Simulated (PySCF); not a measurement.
The numbers are results of B3LYP-D3(BJ)/def2-TZVP in PySCF, not measurements. Gas-phase values, no solvent. One relaxed conformer stands for a flexible species; it need not be the lowest. B3LYP has the VWN-RPA correlation part, as in Gaussian. Excitations are Tamm–Dancoff values on a coarser integration grid. The basis has no diffuse functions, so Rydberg states are missing or too high.

Reference species (SMILES): `N[SiH]=C=N` (neutral, multiplicity 1).

- S1 oscillator strength: 0.004
- S1–T1 gap (TDA): 1.38 eV

Changed species: `[H]/N=C\N=[SiH2]` (N–C–N–Si torsion 87°).

### Question
What does the change do to the S1 oscillator strength and S1–T1 gap (TDA)?

### Answer
the S1 oscillator strength hardly moves; the S1–T1 gap (TDA) drops by 1.12 eV, to 0.26 eV.
